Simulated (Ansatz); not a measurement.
All numbers were calculated with Ansatz.

H7HfN3O (`[NH2][Hf]([NH2])([NH2])[OH]`) at its PBE0-D4/def2-TZVP geometry, where that method's forces vanish. Total charge 0; spin multiplicity 1. Hf takes the def2 core potential.

```
atom   x (Å)   y (Å)   z (Å)
  N1  -1.431  -1.146  -0.636
 Hf2   0.054  -0.058   0.258
  N3   1.732  -0.366  -0.869
  N4  -0.488   1.908   0.084
  O5   0.367  -0.536   2.110
  H6  -1.325  -1.671  -1.492
  H7  -2.354  -1.317  -0.263
  H8   2.421  -1.090  -0.719
  H9   2.084   0.272  -1.568
 H10  -0.172   2.671   0.665
 H11  -1.196   2.253  -0.548
 H12   0.308  -0.921   2.977
```

(1) For each bond, give half the difference of the two atoms' forces along it (eV/Å; positive pushes the atoms apart) under PBE-D4, r2SCAN-D4, B3LYP-D4, ωB97M-V in def2-TZVPP. (An estimate is asked.)

Answers

(1) The calculation gave: 
| bond | length (Å) | PBE-D4 | r2SCAN-D4 | B3LYP-D4 | ωB97M-V |
| --- | --- | --- | --- | --- | --- |
| N1–Hf2 | 2.046 | -0.13 | -0.01 | 0.07 | 0.03 |
| N1–H6 | 1.010 | 0.24 | 0.02 | -0.04 | -0.02 |
| N1–H7 | 1.010 | 0.26 | 0.03 | -0.03 | -0.04 |
| Hf2–N3 | 2.045 | -0.11 | 0.00 | 0.07 | 0.02 |
| Hf2–N4 | 2.047 | -0.12 | 0.00 | 0.06 | 0.02 |
| Hf2–O5 | 1.938 | -0.11 | 0.03 | 0.10 | 0.09 |
| N3–H8 | 1.010 | 0.25 | 0.02 | -0.03 | -0.04 |
| N3–H9 | 1.010 | 0.24 | 0.02 | -0.03 | -0.02 |
| N4–H10 | 1.010 | 0.25 | 0.02 | -0.03 | -0.04 |
| N4–H11 | 1.010 | 0.24 | 0.02 | -0.03 | -0.02 |
| O5–H12 | 0.950 | 0.37 | 0.00 | -0.06 | -0.08 |

B3LYP here is the variant with VWN-RPA as its local correlation; programs differ in this.
